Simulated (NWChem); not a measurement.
System: Si2H4SF2; SMILES F[SiH](F)S[SiH3]

The following NWChem deck was run.

```
start job
memory heap 200 mb stack 900 mb global 1100 mb
geometry units angstroms
  Si     2.075546     0.373438    -0.097093
  S      0.316590     0.079839    -1.333495
  Si    -1.197097    -0.222081     0.106925
  F     -0.811830    -1.402145     1.112369
  F     -1.272756     0.999901     1.132963
  H      1.847292     1.546958     0.735035
  H      2.271939    -0.833552     0.694243
  H      3.097844     0.573023    -1.109456
  H     -2.474046    -0.461982    -0.493767
end
basis spherical
  * library def2-svp
end
dft
  xc pbe0
  iterations 150
end
driver
  maxiter 120
end
task dft optimize
task dft freq
```

The level has its own optimisation; frequencies are unscaled. Brackets give each atom's bonded neighbours.

### Question
What results follow from this input? (PBE0/def2-SVP.) Quantities: r S–Si [S(SiSi)–Si(HHHS)] (Å); r H–Si [H(Si)–Si(HHHS)] (Å); r S–Si [S(SiSi)–Si(FFHS)] (Å); r H–Si [H(Si)–Si(FFHS)] (Å); highest harmonic frequency (cm⁻¹); lowest (cm⁻¹); zero-point energy (kcal/mol); dipole (D).

### Answer
| Item | Result |
|---|---|
| r S–Si [S(SiSi)–Si(HHHS)] (Å) | 2.173 |
| r H–Si [H(Si)–Si(HHHS)] (Å) | 1.489 |
| r S–Si [S(SiSi)–Si(FFHS)] (Å) | 2.108 |
| r H–Si [H(Si)–Si(FFHS)] (Å) | 1.475 |
| highest harmonic frequency (cm⁻¹) | 2340 |
| lowest (cm⁻¹) | 25 |
| zero-point energy (kcal/mol) | 26.9 |
| dipole (D) | 0.96 |
